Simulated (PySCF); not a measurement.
Q: What does the PBE0-D3(BJ)/def2-SVP structure of `CC[C@@H](C)O[C@H](C)C(F)(F)F` look like in three dimensions?

A: 
```
atom  x, y, z in Å
C1     2.7990   -0.1411   -1.1252
C2     1.4928    0.5094   -0.6998
C3     0.7320   -0.2504    0.3828
C4     1.4551   -0.3194    1.7101
O5    -0.5118    0.3922    0.6332
C6    -1.5623    0.0839   -0.2298
C7    -2.3767    1.3306   -0.5029
C8    -2.4205   -1.0107    0.3995
F9    -3.3764   -1.4052   -0.4512
F10   -3.0161   -0.6012    1.5179
F11   -1.6884   -2.0879    0.7050
H12    3.5320   -0.1684   -0.3047
H13    2.6393   -1.1786   -1.4615
H14    3.2622    0.4079   -1.9583
H15    1.6663    1.5366   -0.3359
H16    0.8328    0.6048   -1.5796
H17    0.5429   -1.2823    0.0301
H18    0.8416   -0.8643    2.4410
H19    1.6340    0.6954    2.0980
H20    2.4216   -0.8337    1.6137
H21   -1.1951   -0.3423   -1.1828
H22   -1.7448    2.0743   -1.0061
H23   -2.7272    1.7569    0.4474
H24   -3.2457    1.1082   -1.1373
```

Any rigid rotation of these coordinates is as good. Atoms count from 1 in this order. The 2 C–O bonds span 1.394 Å (O5–C6, drawn single) to 1.422 Å (C3–O5, drawn single), a spread of 0.028 Å. Of the pairs four or more bonds apart, F11···H17 is among the closest relative to their van der Waals radii: 2.47 Å, 92 % of the sum of Bondi's values.

Bonds between heavy atoms (Å): C1–C2 1.520, C2–C3 1.526, C3–C4 1.513, C3–O5 1.422, O5–C6 1.394, C6–C7 1.514, C6–C8 1.527, C8–F9 1.339, C8–F10 1.332, C8–F11 1.338.

Method: PySCF, PBE0-D3(BJ)/def2-SVP geometry optimisation, gas phase.

Point group: C1 (no symmetry element, even within 0.4 Å). Not checked by PBE0-D3(BJ)/def2-SVP frequencies. One conformer, not necessarily the lowest (C1–C2–C3–C4 65°, C2–C3–O5–C6 83°, C3–O5–C6–C7 -142°).

Rough CPU time on one thread of a shared machine: about 8 min. That covers the optimisation of the geometry.
